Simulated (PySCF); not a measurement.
Geometry:
| atom | x (Å) | y (Å) | z (Å) |
| --- | --- | --- | --- |
| Si1 | 0.349 | 1.463 | -0.076 |
| H2 | 0.950 | 1.510 | 1.304 |
| H3 | 1.501 | 1.567 | -1.027 |
| C4 | -0.795 | 2.933 | -0.290 |
| H5 | -1.612 | 2.918 | 0.449 |
| H6 | -1.237 | 2.943 | -1.298 |
| H7 | -0.238 | 3.873 | -0.153 |
| N8 | -0.593 | 0.039 | -0.400 |
| C9 | -0.192 | -1.349 | -0.231 |
| C10 | -0.448 | -1.860 | 1.186 |
| C11 | 1.264 | -1.536 | -0.631 |
| H12 | -1.594 | 0.168 | -0.295 |
| H13 | -0.800 | -1.960 | -0.924 |
| H14 | 0.162 | -1.300 | 1.914 |
| H15 | -0.202 | -2.930 | 1.280 |
| H16 | -1.506 | -1.731 | 1.464 |
| H17 | 1.937 | -0.977 | 0.042 |
| H18 | 1.550 | -2.596 | -0.572 |
| H19 | 1.440 | -1.182 | -1.658 |

[PySCF 2.14: PBE0/pcSseg-1 with gauge-including orbitals; geometry: PBE0-D3(BJ)/def2-SVP; non-relativistic Hamiltonian; fast rotation and ring inversion assumed for equivalent nuclei; one computed conformer; in vacuum]

Shifts are taken against calculated references (same method and geometry level): TMS for ¹³C (σref 184.41), ¹H (σref 31.27), ²⁹Si (σref 351.99); NH3 for ¹⁵N (σref 265.67).

```json
{"atoms": "H2/H3", "nucleus": "¹H", "count": "2", "δ (ppm)": "4.84"}
{"atoms": "C10/C11", "nucleus": "¹³C", "count": "2", "δ (ppm)": "26.5"}
{"atoms": "Si1", "nucleus": "²⁹Si", "count": "1", "δ (ppm)": "?"}
{"atoms": "C4", "nucleus": "¹³C", "count": "1", "δ (ppm)": "?"}
{"atoms": "N8", "nucleus": "¹⁵N", "count": "1", "δ (ppm)": "46.4"}
{"atoms": "H14/H15/H16/H17/H18/H19", "nucleus": "¹H", "count": "6", "δ (ppm)": "?"}
{"atoms": "H5/H6/H7", "nucleus": "¹H", "count": "3", "δ (ppm)": "0.18"}
{"atoms": "H13", "nucleus": "¹H", "count": "1", "δ (ppm)": "3.08"}
{"atoms": "H12", "nucleus": "¹H", "count": "1", "δ (ppm)": "-0.30"}
{"atoms": "C9", "nucleus": "¹³C", "count": "1", "δ (ppm)": "46.6"}
```

Task: Fill in the missing shifts.

Result: 
- C4: -6.1 ppm, carbon bonded to Si, 3 H
- H14/H15/H16/H17/H18/H19: 1.18 ppm, hydrogen on a carbon bonded to C
- Si1: -42.1 ppm, silicon bonded to C, N, 2 H

Exchangeable OH/NH protons stand at their gas-phase positions; hydrogen bonding in a real sample shifts them, mostly to higher δ. Shifts are as computed. Against solution values, carbons near 30 ppm lie about +2 ppm off and those near 130 ppm about +5 ppm. Of 1309 compounds with measured shifts, 239 miss one by over three times the rms of a fit or turn the order of signals round; such compounds aren't used in these exercises. Experimental scales use liquid or dissolved standards, which lie at an offset from isolated NH3 (liquid NH3: subtract about 20 ppm).
